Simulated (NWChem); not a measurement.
System meant: SnH₃O₃, doublet; SMILES [OH][Sn]([OH])[OH]

NWChem input:

```
start job
memory heap 200 mb stack 900 mb global 1100 mb
geometry units angstroms noautoz
  Sn     0.000000     0.000000     0.262136
  O      1.764349    -0.504577    -0.530052
  H      1.794863    -1.448655    -0.735852
  O     -1.319152    -1.275683    -0.530052
  H     -2.152004    -0.830070    -0.735852
  O     -0.445198     1.780260    -0.530052
  H      0.357140     2.278725    -0.735852
end
basis spherical
  Sn library def2-svp
  O library def2-svp
  H library def2-svp
end
dft
  odft
  mult 2
  xc b3lyp
  iterations 150
  mulliken
end
task dft energy
```

End of the output:

```
             Grid Information
             ----------------
          Grid used for XC integration:  medium
          Radial quadrature: Mura-Knowles
          Angular quadrature: Lebedev.
          Tag              B.-S. Rad. Rad. Pts. Rad. Cut. Ang. Pts.
          ---              ---------- --------- --------- ---------
          Sn                  1.45      123           8.0       590
          O                   0.60       49          11.0       434
          H                   0.35       45          11.0       434
          Grid pruning is: on
          Number of quadrature shells:   217
          Spatial weights used:  Erf1

          Convergence Information
          -----------------------
          Convergence aids based upon iterative change in
          total energy or number of iterations.
          Levelshifting, if invoked, occurs when the
          HOMO/LUMO gap drops below (HL_TOL):  1.00D-02
          DIIS, if invoked, will attempt to extrapolate
          using up to (NFOCK): 10 stored Fock matrices.

                    Damping( 0%)  Levelshifting(0.5)       DIIS
                  --------------- ------------------- ---------------
          dE  on:    start            ASAP                start
          dE off:    2 iters        150 iters           150 iters

      Screening Tolerance Information
      -------------------------------
          Density screening/tol_rho:  1.00D-10
          AO Gaussian exp screening on grid/accAOfunc:  14
          CD Gaussian exp screening on grid/accCDfunc:  20
          XC Gaussian exp screening on grid/accXCfunc:  20
          Schwarz screening/accCoul:  1.00D-08

      Superposition of Atomic Density Guess
      -------------------------------------

      charge =      50.0 Sn (Tin)

      symmetry species            s     p     d     f
      number of basis functions =10     7     6
      number of cont. functions = 4     4     2
      number of closed shells   = 5     3     2
      number of open shells     = 0     1     0
      open shell occupation     = 0     2     0
 ------------------------------------------------------------------------
 atomscf:atomd: error in atom scf                   0
 ------------------------------------------------------------------------
 ------------------------------------------------------------------------
  current input line :
    24: task dft energy
 ------------------------------------------------------------------------
 ------------------------------------------------------------------------
 This error has not yet been assigned to a category
 ------------------------------------------------------------------------
 For more information see the NWChem manual at https://nwchemgit.github.io

0:atomscf:atomd: error in atom scf:Received an Error in Communication
```

Task: What is wrong, and how is it mended?

Result: The run crashed. Cause: the def2 basis of a heavy element holds valence functions alone and wants its effective core potential (without it all electrons must fit into that basis). This input runs:
```
start job
memory heap 200 mb stack 900 mb global 1100 mb
geometry units angstroms noautoz
  Sn     0.000000     0.000000     0.262136
  O      1.764349    -0.504577    -0.530052
  H      1.794863    -1.448655    -0.735852
  O     -1.319152    -1.275683    -0.530052
  H     -2.152004    -0.830070    -0.735852
  O     -0.445198     1.780260    -0.530052
  H      0.357140     2.278725    -0.735852
end
basis spherical
  * library def2-svp
end
ecp
  Sn library def2-ecp
end
dft
  odft
  mult 2
  xc b3lyp
  iterations 150
  mulliken
end
task dft energy
```
It converges to -441.67426 Ha (B3LYP/def2-SVP with def2 effective core potentials on Sn, spin-unrestricted).
